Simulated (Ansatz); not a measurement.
```yaml
crystal:
  periodic: [false, false, false]
  atoms:
    - {symbol: O, position_ang: [-0.778193, 0.950511, 1.793152]}
    - {symbol: C, position_ang: [-0.243598, 0.210717, 0.839529]}
    - {symbol: N, position_ang: [0.985221, -0.168406, 0.703476]}
    - {symbol: Si, position_ang: [0.003338, -0.730585, -0.631916]}
    - {symbol: O, position_ang: [0.147142, -0.135483, -2.139065]}
    - {symbol: H, position_ang: [-0.066098, 1.176209, 2.416189]}
    - {symbol: H, position_ang: [-0.363861, -2.142655, -0.798523]}
    - {symbol: H, position_ang: [0.408149, 0.782492, -2.238742]}
basis:
  gaussian: {orbitals: def2-mTZVP, fitting: {mean_field: def2-universal-jkfit}}
hamiltonian: {xc: {name: PBE-QIDH}}
scf: {lower_state_search: off}
```

```sh
$ ansatz run in.yaml --threads 2 --pin off --events-out ev --progress --plain --max-ram 4352MiB
```

It prints (some lines left out):

```
Functional definition: PBE-QIDH
488 factors; integrals over basis functions are off by at most 8.8e-1 eV
mean field evaluation 1: about -14520.6157 eV, gradient 5.6e1 eV
mean field evaluation 2: about -14520.6157 eV, gradient 5.6e1 eV
mean field evaluation 4: about -14526.2425 eV, gradient 5.5e0 eV
mean field evaluation 8: about -14526.3141 eV, gradient 7.0e-2 eV
mean field evaluation 16: about -14526.3142 eV, gradient 2.9e-5 eV
mean field -14526.31419277 eV, -533.8322002950 hartree, gradient 5.2e-6 eV, S^2 0.000000; 0 other end points of the search recorded, 0 dependent functions left out
9 core orbitals not correlated: weight in the atoms' cores, before any rotation towards them, 1.000 or more for the frozen orbitals, at most 0.000 for the correlated occupied ones
reference -14526.31420385 eV, -533.8322007022 hartree; 14, 14 occupied and 94, 94 virtual orbitals, 488 factors
second order -24.17712974 eV of doubles, -0.00000000 eV of singles
Total energy: -14534.37324710 eV, -534.1283650788 hartree
Checks for a lower state left out: stability, starts, cluster_reference, orbital_swaps, neighbouring_geometries, increment
```

It took 0.95 s on 2 threads of an Arm Neoverse V2 on a shared host, with 0.13 GiB of host memory at the peak.
